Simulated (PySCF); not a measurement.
C₅H₉ClO₂.
InChI=1S/C5H9ClO2/c1-4(8-2)3-5(6)7/h4H,3H2,1-2H3/t4-/m0/s1

Computed with TDDFT PBE0/def2-SVPD, vertical, gas phase, core orbitals frozen in the response (PySCF 2.14.0, density-fitted response routines). The structure is a single GFN2-xTB conformer in the gas phase; no vibrational or solvent corrections. Torsions of this conformer, `[CH3:1][O:2][C@@H:3]([CH3:4])[CH2:5][C:6](=[O:7])[Cl:8]`: C1–O2–C3–C4 159°, O2–C3–C5–C6 167°, C3–C5–C6–O7 -50°.

Computed states:

```
state  E (eV)       f
   S1    5.06  0.0049
   S2    5.65   0.054
   S3    6.38   0.011
   S4    6.85   0.011
   S5    6.98   0.017
   S6    7.23   0.024
   S7    7.62   0.027
   S8    7.91   0.020
```

Each state is given a Gaussian of 0.4 eV full width at half maximum, with ε(max) = 2.175×10⁸ f / Δν̃ (Δν̃ the width in cm⁻¹). The cross-section is σ = 3.8235×10⁻²¹ ε cm², given in Mb (10⁻¹⁸ cm²). The width is an assumption, not a result. The curve ends short of the highest state used, and states not computed would add to its high-energy end.

(1) What does the envelope look like, and where are its maxima?

(2) Coming from long wavelengths, where does ε first pass 100 L mol⁻¹ cm⁻¹?

(3) On this curve, what absorbance would a 10⁻³ mol/L sample give at 248 nm over a 1 cm path?

Answers

(1) 
```csv
λ (nm),σ (Mb)
169.6,7.67
174.3,8.96
179.0,8.01
183.7,4.56
188.4,2.46
193.1,2.82
197.8,2.29
202.5,1.17
207.2,2.09
211.9,6.66
216.6,12.40
221.3,13.37
226.0,8.93
230.7,4.09
235.4,1.76
240.1,1.30
244.8,1.29
249.5,1.07
254.2,0.68
258.9,0.34
263.6,0.13
268.3,0.04
273.0,0.01
277.7,0.00
```

Maxima: 243 nm (5.10 eV), ε about 340, made up of S1 (94%) (hardly more than a shoulder); 220 nm (5.64 eV), ε about 3600, made up of S2 (100%); 194 nm (6.39 eV), ε about 740, made up of S3 (97%); 175 nm (7.09 eV), ε about 2300, made up of S4 (12%), S5 (37%) and S6 (50%) (ε in L mol⁻¹ cm⁻¹; maxima over ε = 5, shares over 10%).

(2) At about 258 nm (4.80 eV), 0.26 eV below S1.

(3) 248 nm is 4.999 eV, where ε is about 310 L mol⁻¹ cm⁻¹, so A = ε c l ≈ 0.31 (Beer–Lambert, with the gas-phase spectrum and the assumed width).

Hardware: one thread, Arm Neoverse V1 (aarch64), shared host with 32 logical CPUs at a one-minute load of 16. Cost: 52 s wall, 0.95 GiB resident at most.
